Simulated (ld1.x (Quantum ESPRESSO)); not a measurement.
magnesium: one change to an ultrasoft potential, before and after

* Element: Mg
* Generator: ld1.x (Quantum ESPRESSO) 7.5
* Type: ultrasoft
* Functional: LDA (PZ)
* Relativity: scalar-relativistic
* Frozen core: [Ne]
* Valence charge: 2
* Reference configuration: 3s2 3p0
* Partial waves: 3s (bound): rcut 2.05, rcutus 2.60 bohr; 3s channel at 1.25 Ry: rcut 2.05, rcutus 2.60 bohr; 3p (bound, empty): rcut 2.40, rcutus 2.65 bohr; 3p channel at 2.75 Ry: rcut 2.40, rcutus 2.65 bohr
* Local potential: all-electron potential smoothed inside 2.00 bohr (lloc = -1)
* Core correction: Bessel-smoothed model core inside 1.60 bohr
* Augmentation charge: PSQ, inside the norm-conserving radii

Change: all radii but the core radius scaled by about 1.10 (s 2.86, p 2.92 bohr, rcut 2.26/2.64); local potential all-electron potential smoothed inside 2.20 bohr (lloc = -1).

Cutoffs: the cutoffs (Ry, on a coarse ladder) from which the occupation-weighted sum of valence levels, in a spherical-Bessel basis at the reference potential, stays within 10 and 1 mRy of its value at 400 Ry; they do not see the model core or the augmentation charge, which bear on the density cutoff. Errors are all-electron minus pseudo energies relative to the spin-unpolarised reference configuration.

Q: Predict the effect on cutoff, ghosts and configuration errors.

A: Both files are so soft that the ladder of cutoffs tells neither apart; of the 7 tests that both files solve, the error grows in 0 and shrinks in 3 by more than 15 % and 0.3 meV (median size 3.2 → 0.7 meV); neither file shows a bound ghost. That the errors move this way runs against the usual rule that smaller radii transfer better.

```csv
quantity,base,changed
"cutoff, loose",6 Ry,6 Ry
"cutoff, tight",6 Ry,6 Ry
bound ghosts,none,none
"error for 3s1 3p0, meV [ΔE 8.07 eV]",-4.0,-3.7
"error for 3s1.5 3p0, meV [ΔE 3.19 eV]",-0.7,-0.6
"error for 3s1 3p1, meV [ΔE 3.52 eV]",-0.9,-0.2
"error for 3s0 3p2, meV [ΔE 7.27 eV]",-3.2,-0.4
"error for 3s0 3p1, meV [ΔE 12.47 eV]",-9.3,-7.0
"error for 3s1 3p0 (spin-polarised), meV [ΔE 7.75 eV]",-6.4,-5.5
"error for 3s1.5 3p0 (spin-polarised), meV [ΔE 3.14 eV]",-0.8,-0.7
lowest overlap eigenvalue by channel,"s 0.46, p 0.76","s 0.52, p 0.74"
```
